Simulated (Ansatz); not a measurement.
Frontier orbitals of `O[BH][AlH][F]`.

```xyz
7

O     0.392    1.597   -0.523
B     0.635    0.427    0.116
Al   -0.916   -1.058    0.123
F    -0.662   -2.421   -0.789
H     1.128    2.216   -0.495
H     1.712    0.285    0.647
H    -2.289   -1.046    0.921
```

Total charge 0; spin multiplicity 1. The structure was optimised at the PBE0-D4/def2-TZVP level. It is one conformer, not always the lowest. Basis def2-TZVPP, Ansatz.

```
functional  HOMO (eV)  LUMO (eV)
      PBE0      -7.28      -1.55
```

(1) Give HOMO and LUMO (eV) with LDA (SPW92), PBE, revPBE, BLYP, r2SCAN, B97M-V, B3LYP, r2SCANh, r2SCAN0, HSE06 (plane-wave form), BHLYP, CAM-B3LYP, LC-ωPBE, ωB97X-V, ωB97M-V, HF. (Estimate.)

Results:

(1) Computed: 
```csv
functional,HOMO,LUMO
LDA (SPW92),-6.11,-2.67
PBE,-6.05,-2.43
revPBE,-6.01,-2.32
BLYP,-5.96,-2.28
r2SCAN,-6.28,-2.15
B97M-V,-6.34,-2.32
B3LYP,-7.10,-1.75
r2SCANh,-6.74,-1.84
r2SCAN0,-7.43,-1.39
HSE06 (plane-wave form),-6.88,-1.92
BHLYP,-8.45,-0.68
CAM-B3LYP,-8.64,-0.52
LC-ωPBE,-9.95,0.63
ωB97X-V,-9.62,0.51
ωB97M-V,-9.40,0.23
HF,-10.22,1.35
```

B3LYP here is the variant with VWN-RPA as its local correlation; programs differ in this. LC-ωPBE has ω = 0.4 bohr⁻¹. Positive LUMOs are unbound and depend on the basis.
